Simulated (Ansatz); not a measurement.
`[Cl][Al]([Cl])[GeH3]` and `C[O][Al]([Cl])[Cl]` differ in one atom or group.

Ansatz, PBE0-D4/def2-TZVP geometries, multiplicity 1. Each molecule was computed in one conformer, which needn't be the lowest.

Scalar relativity is left out up to krypton.

```json
{"property": "ideal-gas entropy at 298 K and 1 bar (rigid rotor, harmonic PBE0-D4/def2-TZVP) / J/(mol·K)", "`[Cl][Al]([Cl])[GeH3]`": "384"}
{"property": "size of the dipole moment (ωB97M-V/def2-TZVPP) / D", "`[Cl][Al]([Cl])[GeH3]`": "1.31"}
{"property": "LUMO energy (B3LYP/def2-TZVPP) / eV", "`[Cl][Al]([Cl])[GeH3]`": "-1.93"}
{"property": "LUMO energy (PBE0/def2-TZVPP) / eV", "`[Cl][Al]([Cl])[GeH3]`": "-1.78"}
{"property": "HOMO energy (B3LYP/def2-TZVPP) / eV", "`[Cl][Al]([Cl])[GeH3]`": "-8.06"}
{"property": "HOMO–LUMO gap (PBE/def2-TZVPP) / eV", "`[Cl][Al]([Cl])[GeH3]`": "4.66"}
```

Question: Give the same properties after the change, and the shifts. (Estimate.)

Answer: Ansatz gave: 
```
                                                                                  property  `C[O][Al]([Cl])[Cl]`  shift
ideal-gas entropy at 298 K and 1 bar (rigid rotor, harmonic PBE0-D4/def2-TZVP) / J/(mol·K)                   369    -15
                                        size of the dipole moment (ωB97M-V/def2-TZVPP) / D                  1.74   0.43
                                                       LUMO energy (B3LYP/def2-TZVPP) / eV                 -1.13   0.80
                                                        LUMO energy (PBE0/def2-TZVPP) / eV                 -0.85   0.93
                                                       HOMO energy (B3LYP/def2-TZVPP) / eV                 -8.42  -0.36
                                                       HOMO–LUMO gap (PBE/def2-TZVPP) / eV                  5.41   0.75
```

With PBE0 the HOMO falls by 0.39 eV and the LUMO rises by 0.93 eV, so the gap widens by about 1.32 eV. PBE moves the HOMO by 0.03 eV and ωB97M-V by -0.81 eV. The zero-point energy changes by 50.2 kJ/mol with +3 modes. Dipoles are sizes alone; their direction can turn. Modes under 60 cm⁻¹, often nearly free rotors, make the harmonic entropy too high.

B3LYP here is the variant with VWN-RPA as its local correlation; programs differ in this.
